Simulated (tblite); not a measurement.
B3FH5N3.
Atom-mapped SMILES: `[F:1][B:2]1[NH:3][BH:4][NH:5][BH:6][NH:7]1` (hydrogens: H8 on N3; H9 on B4; H10 on N5; H11 on B6; H12 on N7)

Computed with GFN2-xTB (tblite), gas phase: Langevin dynamics at 600 K from the optimised GFN2-xTB geometry, time step 0.5 fs, friction 0.01 fs⁻¹, 2000 steps. The instantaneous temperature is 2·E(kin)/(3Nk) with all 3N coordinates.

```json
{"t (fs)": "0", "T (K)": "523", "E(pot) above start (eV)": "0.000", "F1–B2 (Å)": "1.346", "B2–N3 (Å)": "1.413", "N3–B4 (Å)": "1.418", "B4–N5 (Å)": "1.418", "N5–B6 (Å)": "1.418", "N3–H8 (Å)": "1.008"}
{"t (fs)": "25", "T (K)": "468", "E(pot) above start (eV)": "0.606", "F1–B2 (Å)": "1.392", "B2–N3 (Å)": "1.429", "N3–B4 (Å)": "1.486", "B4–N5 (Å)": "1.447", "N5–B6 (Å)": "1.424", "N3–H8 (Å)": "1.002"}
{"t (fs)": "50", "T (K)": "644", "E(pot) above start (eV)": "0.798", "F1–B2 (Å)": "1.292", "B2–N3 (Å)": "1.425", "N3–B4 (Å)": "1.440", "B4–N5 (Å)": "1.438", "N5–B6 (Å)": "1.429", "N3–H8 (Å)": "1.045"}
{"t (fs)": "75", "T (K)": "774", "E(pot) above start (eV)": "0.528", "F1–B2 (Å)": "1.332", "B2–N3 (Å)": "1.460", "N3–B4 (Å)": "1.417", "B4–N5 (Å)": "1.417", "N5–B6 (Å)": "1.445", "N3–H8 (Å)": "0.962"}
{"t (fs)": "100", "T (K)": "597", "E(pot) above start (eV)": "0.562", "F1–B2 (Å)": "1.356", "B2–N3 (Å)": "1.425", "N3–B4 (Å)": "1.422", "B4–N5 (Å)": "1.398", "N5–B6 (Å)": "1.440", "N3–H8 (Å)": "1.080"}
{"t (fs)": "125", "T (K)": "550", "E(pot) above start (eV)": "0.742", "F1–B2 (Å)": "1.381", "B2–N3 (Å)": "1.426", "N3–B4 (Å)": "1.465", "B4–N5 (Å)": "1.424", "N5–B6 (Å)": "1.457", "N3–H8 (Å)": "0.966"}
{"t (fs)": "150", "T (K)": "418", "E(pot) above start (eV)": "0.884", "F1–B2 (Å)": "1.362", "B2–N3 (Å)": "1.417", "N3–B4 (Å)": "1.444", "B4–N5 (Å)": "1.431", "N5–B6 (Å)": "1.439", "N3–H8 (Å)": "1.047"}
{"t (fs)": "175", "T (K)": "638", "E(pot) above start (eV)": "0.571", "F1–B2 (Å)": "1.359", "B2–N3 (Å)": "1.383", "N3–B4 (Å)": "1.427", "B4–N5 (Å)": "1.438", "N5–B6 (Å)": "1.434", "N3–H8 (Å)": "1.004"}
{"t (fs)": "200", "T (K)": "594", "E(pot) above start (eV)": "0.620", "F1–B2 (Å)": "1.421", "B2–N3 (Å)": "1.403", "N3–B4 (Å)": "1.410", "B4–N5 (Å)": "1.446", "N5–B6 (Å)": "1.478", "N3–H8 (Å)": "1.014"}
{"t (fs)": "225", "T (K)": "516", "E(pot) above start (eV)": "0.856", "F1–B2 (Å)": "1.314", "B2–N3 (Å)": "1.458", "N3–B4 (Å)": "1.364", "B4–N5 (Å)": "1.518", "N5–B6 (Å)": "1.443", "N3–H8 (Å)": "1.017"}
{"t (fs)": "250", "T (K)": "513", "E(pot) above start (eV)": "0.869", "F1–B2 (Å)": "1.350", "B2–N3 (Å)": "1.532", "N3–B4 (Å)": "1.323", "B4–N5 (Å)": "1.533", "N5–B6 (Å)": "1.420", "N3–H8 (Å)": "1.023"}
{"t (fs)": "275", "T (K)": "425", "E(pot) above start (eV)": "0.881", "F1–B2 (Å)": "1.299", "B2–N3 (Å)": "1.461", "N3–B4 (Å)": "1.321", "B4–N5 (Å)": "1.494", "N5–B6 (Å)": "1.410", "N3–H8 (Å)": "1.017"}
{"t (fs)": "300", "T (K)": "504", "E(pot) above start (eV)": "0.948", "F1–B2 (Å)": "1.329", "B2–N3 (Å)": "1.517", "N3–B4 (Å)": "1.399", "B4–N5 (Å)": "1.501", "N5–B6 (Å)": "1.431", "N3–H8 (Å)": "1.003"}
{"t (fs)": "325", "T (K)": "658", "E(pot) above start (eV)": "0.786", "F1–B2 (Å)": "1.284", "B2–N3 (Å)": "1.341", "N3–B4 (Å)": "1.428", "B4–N5 (Å)": "1.458", "N5–B6 (Å)": "1.437", "N3–H8 (Å)": "1.006"}
{"t (fs)": "350", "T (K)": "526", "E(pot) above start (eV)": "0.817", "F1–B2 (Å)": "1.435", "B2–N3 (Å)": "1.415", "N3–B4 (Å)": "1.466", "B4–N5 (Å)": "1.400", "N5–B6 (Å)": "1.452", "N3–H8 (Å)": "0.973"}
{"t (fs)": "375", "T (K)": "518", "E(pot) above start (eV)": "0.806", "F1–B2 (Å)": "1.304", "B2–N3 (Å)": "1.314", "N3–B4 (Å)": "1.463", "B4–N5 (Å)": "1.397", "N5–B6 (Å)": "1.385", "N3–H8 (Å)": "1.033"}
{"t (fs)": "400", "T (K)": "507", "E(pot) above start (eV)": "0.901", "F1–B2 (Å)": "1.387", "B2–N3 (Å)": "1.388", "N3–B4 (Å)": "1.476", "B4–N5 (Å)": "1.475", "N5–B6 (Å)": "1.386", "N3–H8 (Å)": "0.995"}
{"t (fs)": "425", "T (K)": "484", "E(pot) above start (eV)": "0.842", "F1–B2 (Å)": "1.295", "B2–N3 (Å)": "1.352", "N3–B4 (Å)": "1.433", "B4–N5 (Å)": "1.486", "N5–B6 (Å)": "1.381", "N3–H8 (Å)": "1.011"}
{"t (fs)": "450", "T (K)": "592", "E(pot) above start (eV)": "1.232", "F1–B2 (Å)": "1.455", "B2–N3 (Å)": "1.393", "N3–B4 (Å)": "1.425", "B4–N5 (Å)": "1.503", "N5–B6 (Å)": "1.369", "N3–H8 (Å)": "1.030"}
{"t (fs)": "475", "T (K)": "814", "E(pot) above start (eV)": "0.920", "F1–B2 (Å)": "1.297", "B2–N3 (Å)": "1.365", "N3–B4 (Å)": "1.381", "B4–N5 (Å)": "1.469", "N5–B6 (Å)": "1.344", "N3–H8 (Å)": "0.970"}
{"t (fs)": "500", "T (K)": "756", "E(pot) above start (eV)": "0.904", "F1–B2 (Å)": "1.317", "B2–N3 (Å)": "1.491", "N3–B4 (Å)": "1.434", "B4–N5 (Å)": "1.454", "N5–B6 (Å)": "1.387", "N3–H8 (Å)": "1.063"}
{"t (fs)": "525", "T (K)": "682", "E(pot) above start (eV)": "0.986", "F1–B2 (Å)": "1.290", "B2–N3 (Å)": "1.401", "N3–B4 (Å)": "1.404", "B4–N5 (Å)": "1.429", "N5–B6 (Å)": "1.472", "N3–H8 (Å)": "0.939"}
{"t (fs)": "550", "T (K)": "553", "E(pot) above start (eV)": "0.829", "F1–B2 (Å)": "1.372", "B2–N3 (Å)": "1.426", "N3–B4 (Å)": "1.486", "B4–N5 (Å)": "1.393", "N5–B6 (Å)": "1.488", "N3–H8 (Å)": "1.108"}
{"t (fs)": "575", "T (K)": "545", "E(pot) above start (eV)": "0.587", "F1–B2 (Å)": "1.364", "B2–N3 (Å)": "1.452", "N3–B4 (Å)": "1.409", "B4–N5 (Å)": "1.394", "N5–B6 (Å)": "1.368", "N3–H8 (Å)": "0.960"}
{"t (fs)": "600", "T (K)": "568", "E(pot) above start (eV)": "0.652", "F1–B2 (Å)": "1.390", "B2–N3 (Å)": "1.410", "N3–B4 (Å)": "1.428", "B4–N5 (Å)": "1.454", "N5–B6 (Å)": "1.404", "N3–H8 (Å)": "1.045"}
{"t (fs)": "625", "T (K)": "717", "E(pot) above start (eV)": "0.571", "F1–B2 (Å)": "1.372", "B2–N3 (Å)": "1.490", "N3–B4 (Å)": "1.415", "B4–N5 (Å)": "1.434", "N5–B6 (Å)": "1.449", "N3–H8 (Å)": "1.036"}
{"t (fs)": "650", "T (K)": "591", "E(pot) above start (eV)": "0.816", "F1–B2 (Å)": "1.311", "B2–N3 (Å)": "1.464", "N3–B4 (Å)": "1.429", "B4–N5 (Å)": "1.367", "N5–B6 (Å)": "1.426", "N3–H8 (Å)": "0.977"}
{"t (fs)": "675", "T (K)": "598", "E(pot) above start (eV)": "1.053", "F1–B2 (Å)": "1.379", "B2–N3 (Å)": "1.478", "N3–B4 (Å)": "1.532", "B4–N5 (Å)": "1.383", "N5–B6 (Å)": "1.509", "N3–H8 (Å)": "1.037"}
{"t (fs)": "700", "T (K)": "845", "E(pot) above start (eV)": "0.987", "F1–B2 (Å)": "1.351", "B2–N3 (Å)": "1.457", "N3–B4 (Å)": "1.436", "B4–N5 (Å)": "1.364", "N5–B6 (Å)": "1.480", "N3–H8 (Å)": "0.968"}
{"t (fs)": "725", "T (K)": "665", "E(pot) above start (eV)": "1.378", "F1–B2 (Å)": "1.404", "B2–N3 (Å)": "1.497", "N3–B4 (Å)": "1.457", "B4–N5 (Å)": "1.368", "N5–B6 (Å)": "1.449", "N3–H8 (Å)": "1.064"}
{"t (fs)": "750", "T (K)": "837", "E(pot) above start (eV)": "0.984", "F1–B2 (Å)": "1.457", "B2–N3 (Å)": "1.457", "N3–B4 (Å)": "1.495", "B4–N5 (Å)": "1.388", "N5–B6 (Å)": "1.432", "N3–H8 (Å)": "1.001"}
{"t (fs)": "775", "T (K)": "617", "E(pot) above start (eV)": "1.147", "F1–B2 (Å)": "1.393", "B2–N3 (Å)": "1.403", "N3–B4 (Å)": "1.409", "B4–N5 (Å)": "1.350", "N5–B6 (Å)": "1.430", "N3–H8 (Å)": "1.011"}
{"t (fs)": "800", "T (K)": "696", "E(pot) above start (eV)": "0.688", "F1–B2 (Å)": "1.345", "B2–N3 (Å)": "1.465", "N3–B4 (Å)": "1.424", "B4–N5 (Å)": "1.431", "N5–B6 (Å)": "1.428", "N3–H8 (Å)": "1.027"}
{"t (fs)": "825", "T (K)": "615", "E(pot) above start (eV)": "0.856", "F1–B2 (Å)": "1.325", "B2–N3 (Å)": "1.444", "N3–B4 (Å)": "1.447", "B4–N5 (Å)": "1.459", "N5–B6 (Å)": "1.397", "N3–H8 (Å)": "0.971"}
{"t (fs)": "850", "T (K)": "502", "E(pot) above start (eV)": "0.719", "F1–B2 (Å)": "1.360", "B2–N3 (Å)": "1.437", "N3–B4 (Å)": "1.400", "B4–N5 (Å)": "1.441", "N5–B6 (Å)": "1.385", "N3–H8 (Å)": "1.002"}
{"t (fs)": "875", "T (K)": "602", "E(pot) above start (eV)": "0.787", "F1–B2 (Å)": "1.373", "B2–N3 (Å)": "1.396", "N3–B4 (Å)": "1.357", "B4–N5 (Å)": "1.426", "N5–B6 (Å)": "1.425", "N3–H8 (Å)": "1.055"}
{"t (fs)": "900", "T (K)": "581", "E(pot) above start (eV)": "0.669", "F1–B2 (Å)": "1.341", "B2–N3 (Å)": "1.374", "N3–B4 (Å)": "1.440", "B4–N5 (Å)": "1.408", "N5–B6 (Å)": "1.441", "N3–H8 (Å)": "1.014"}
{"t (fs)": "925", "T (K)": "612", "E(pot) above start (eV)": "0.592", "F1–B2 (Å)": "1.391", "B2–N3 (Å)": "1.426", "N3–B4 (Å)": "1.449", "B4–N5 (Å)": "1.450", "N5–B6 (Å)": "1.426", "N3–H8 (Å)": "1.004"}
{"t (fs)": "950", "T (K)": "447", "E(pot) above start (eV)": "1.142", "F1–B2 (Å)": "1.358", "B2–N3 (Å)": "1.377", "N3–B4 (Å)": "1.443", "B4–N5 (Å)": "1.367", "N5–B6 (Å)": "1.432", "N3–H8 (Å)": "1.021"}
{"t (fs)": "975", "T (K)": "547", "E(pot) above start (eV)": "0.903", "F1–B2 (Å)": "1.411", "B2–N3 (Å)": "1.405", "N3–B4 (Å)": "1.439", "B4–N5 (Å)": "1.414", "N5–B6 (Å)": "1.440", "N3–H8 (Å)": "1.008"}
{"t (fs)": "1000", "T (K)": "473", "E(pot) above start (eV)": "0.865", "F1–B2 (Å)": "1.385", "B2–N3 (Å)": "1.421", "N3–B4 (Å)": "1.431", "B4–N5 (Å)": "1.450", "N5–B6 (Å)": "1.410", "N3–H8 (Å)": "0.999"}
```

Question: From 500 fs on, how do temperature and potential energy compare with equipartition?

Answer: The mean temperature of these 21 frames is 621 K against the target 600 K, and the mean potential energy 0.86 eV against 30 × kT/2 = 0.78 eV for 30 classical harmonic modes. For 12 atoms in a canonical ensemble the temperature itself scatters by T·√(2/(3N)) = 141 K; here its standard deviation is 103 K. The whole run lasts only 10 friction times of 100 fs, so these averages carry a wide statistical error.

Question: What are the kinetic and total energies of the listed frame with the highest potential energy?

Answer: The one at 725 fs, 1.378 eV above the start. Its kinetic energy is 3NkT/2 = 1.031 eV at 665 K, so the sum is 2.41 eV; over the listed frames the sum runs from 0.81 to 2.41 eV, since the thermostat adds and removes energy.

Question: How much do the listed bonds fluctuate from 500 fs on?

Answer: 
```
 bond  at the start (Å)  mean (Å)  standard deviation (Å)
F1–B2             1.346     1.366                   0.037
B2–N3             1.413     1.437                   0.036
N3–B4             1.418     1.436                   0.036
B4–N5             1.418     1.411                   0.035
N5–B6             1.418     1.432                   0.034
N3–H8             1.008     1.015                   0.039
```

The motion is classical and holds no zero-point motion.

What follows is the cost of the whole dynamics run. Hardware: one thread, AMD EPYC (x86_64), shared host with 64 logical CPUs at a one-minute load of 53. Cost: 28 s wall, 25 s CPU, 0.19 GiB resident at most.
